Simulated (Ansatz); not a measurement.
Job for Ansatz (a program for electronic structure): R-CCSD(T)/def2-SVP on H4Se2Si (SMILES [SiH3][Se][SeH]), a point of a torsion scan. The run froze 33 orbitals, filled d shells among them.

Ansatz 0.2 input:
```yaml
crystal:
  periodic: [false, false, false]
  atoms:
    - {symbol: Si, position_ang: [-1.23205584, -0.16622404, 0.10020067]}
    - {symbol: Se, position_ang: [0.24375247, 1.55011825, -0.40333339]}
    - {symbol: Se, position_ang: [-1.16609928, 3.15514323, -1.26776643]}
    - {symbol: H, position_ang: [-1.15333219, -1.14726369, -0.97875670]}
    - {symbol: H, position_ang: [-2.55915213, 0.42744152, 0.20189592]}
    - {symbol: H, position_ang: [-0.74284447, -0.70539413, 1.36229170]}
    - {symbol: H, position_ang: [-0.97085146, 2.81700604, -2.67070611]}
basis:
  gaussian:
    orbitals: def2-SVP
magnetization: {spin_polarized: false}
correlation: {method: ccsd_t, electrons: outside_noble_gas}
scf: {lower_state_search: off}
```

The log:

```
WARN ansatz: RAYON_NUM_THREADS=1 ignored (pool sized by the plan → 1); use --threads N
Functional definition: HF
these checks for a lower state are left out or cut short: stability, starts, cluster_reference, orbital_swaps, neighbouring_geometries, increment
integrals: 0.13 GiB planned
985 factors; integrals over basis functions are off by at most 1.2e-3 eV
mean field: 0.45 GiB planned
mean field evaluation 1: about -138512.7777 eV, gradient 1.4e1 eV
mean field evaluation 2: about -138512.7908 eV, gradient 1.4e1 eV
mean field evaluation 4: about -138513.7521 eV, gradient 1.4e0 eV
mean field evaluation 8: about -138513.7625 eV, gradient 7.0e-4 eV
mean field -138513.76247913 eV, -5090.2868831078 hartree, gradient 3.1e-6 eV, S^2 0.000000; 0 other end points of the search recorded, 0 dependent functions left out
33 core orbitals not correlated
reference -138513.76247913 eV, -5090.2868831078 hartree; 10, 10 occupied and 59, 59 virtual orbitals, 985 factors
second order -9.20710557 eV of doubles, -0.00000000 eV of singles
coupled cluster: 0.22 GiB planned
cycle   1  -10.15070986 eV  change   -9.4e-1 eV  update   7.9e-2
cycle   2  -10.50774775 eV  change   -3.6e-1 eV  update   2.6e-2
cycle   3  -10.54075904 eV  change   -3.3e-2 eV  update   8.4e-3
cycle   4  -10.53784086 eV  change    2.9e-3 eV  update   2.7e-3
cycle   5  -10.53730988 eV  change    5.3e-4 eV  update   1.0e-3
cycle   6  -10.53715220 eV  change    1.6e-4 eV  update   3.8e-4
cycle   7  -10.53716408 eV  change   -1.2e-5 eV  update   1.4e-4
cycle   8  -10.53719908 eV  change   -3.5e-5 eV  update   5.9e-5
cycle   9  -10.53719429 eV  change    4.8e-6 eV  update   2.8e-5
cycle  10  -10.53718938 eV  change    4.9e-6 eV  update   1.1e-5
perturbative correction -0.31067128 eV, -0.0114169589 hartree
Total energy: -138524.61033980 eV, -5090.6855346342 hartree
Checks for a lower state left out: stability, starts, cluster_reference, orbital_swaps, neighbouring_geometries, increment
```

The run converged.

Cost: roughly 7 core-seconds.
